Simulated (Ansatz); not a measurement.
A nudged elastic band was laid between two geometries of BrH + Cl2H2OSi (8 atoms, charge 0, multiplicity 1).

Level of theory: RKS B3LYP/def2-SVP in Ansatz.

```yaml
movable_images: 5
climbing_image: yes
spring: 5.0 eV/Å²
optimiser: quadratic models (default)
start_path: through a guess of the saddle point
force_threshold: 0.05 eV/Å
iteration_limit: 60
end_points: relaxed
```

First end point:

```xyz
8
Properties=species:S:1:pos:R:3
Si -0.489 -1.017 -0.136
O 0.577 0.169 0.326
Cl 0.436 -2.359 -1.399
Cl -1.173 -2.042 1.518
H -1.596 -0.333 -0.820
H 0.467 2.119 -0.026
Br 0.402 3.536 -0.279
H 1.375 -0.073 0.816
```

Last end point:

```xyz
8
Properties=species:S:1:pos:R:3
Si -1.099 -0.446 -0.600
O 1.965 0.389 0.745
Cl 0.310 -1.392 -1.744
Cl -1.015 -1.060 1.372
H -2.441 -0.780 -1.114
H 1.699 1.285 0.494
Br -0.888 1.773 -0.714
H 1.469 0.231 1.560
```

Problem. Which bonds break or form, and what moves?

Solution. Bonds broken: Si1–O2, H6–Br7. Bonds formed: Si1–Br7, O2–H6. BrH + Cl2H2OSi becomes BrCl2HSi + H2O.

Problem. What energy profile does the band end with?

Solution. The forces met the threshold. The highest image is number 4 of 0 to 6, 1.05 eV above the first end and 0.66 eV above the last; the last end lies 0.39 eV above the first. A vibrational analysis at the climbing image gives one clearly imaginary mode, 175i cm⁻¹: a first-order saddle point. The orbitals stay closed-shell, which can raise the energy where a bond breaks towards radicals; this wasn't checked here.

```csv
image,path coordinate (Å),energy (eV),Si1–O2 (Å),H6–Br7 (Å),Si1–Br7 (Å)
0,0.00,0.00,1.66,1.44,4.64
1,0.91,0.00,1.66,1.44,4.52
2,1.82,0.03,1.66,1.44,4.12
3,2.72,0.23,1.68,1.46,3.45
4,3.64,1.05,1.82,1.95,2.76
5,5.01,0.76,2.18,2.40,2.34
6,6.39,0.39,3.45,2.90,2.23
```

Problem. What is the geometry of the highest image?

Solution. 
```xyz
8
Properties=species:S:1:pos:R:3
Si -0.468 -0.477 -0.273
O 0.852 0.346 0.677
Cl 0.308 -1.446 -1.898
Cl -0.610 -1.985 1.213
H -1.850 0.011 -0.293
H 0.867 1.315 0.257
Br -0.015 2.030 -1.323
H 0.915 0.205 1.640
```

Problem. What are the harmonic wavenumbers there?

Solution. 175i, 76, 150, 185, 245, 310, 365, 463, 510, 572, 668, 729, 855, 977, 1205, 2336, 2400, 3709 cm⁻¹.

Time of the run: 6.5 min on 2 threads of Intel(R) Xeon(R) Platinum 8488C (Sapphire Rapids), on a shared host, peak memory 0.33 GiB.
